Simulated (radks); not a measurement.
Results of a calculation; reference values are marked as such.
Question: Ionisation of the neodymium ion Nd2+, [Xe] 4f4, to Nd3+, [Xe] 4f3, under several functionals. Dirac Kohn-Sham, spin-unpolarised, spherical densities, point nucleus; open shells fill j = l - 1/2 first; a radial shooting solver on a logarithmic mesh with Libxc functionals. The NIST Atomic Spectra Database gives 22.09 eV (semi-empirical). Rank these functionals by the error of their Delta-SCF ionisation energy: PW91; PBEsol; RPBE; SOGGA; PBE; LDA (Slater exchange, Perdew-Zunger correlation); exchange-only PBE; B86b exchange with PBE correlation; XLYP.

Answer: From best to worst: XLYP 22.399 eV (+0.309); SOGGA 22.461 eV (+0.371); RPBE 22.468 eV (+0.378); PBE 22.530 eV (+0.440); B86b exchange with PBE correlation 22.547 eV (+0.457); PBEsol 22.570 eV (+0.480); PW91 22.623 eV (+0.533); LDA (Slater exchange, Perdew-Zunger correlation) 22.840 eV (+0.750); exchange-only PBE 21.247 eV (-0.843). Spin polarisation and multiplet splitting are left out, so open shells lie too high by an amount that depends on their filling.

Beside tabulated values, note that spin-unpolarised runs miss the spin-polarisation part of the exchange energy of open shells.
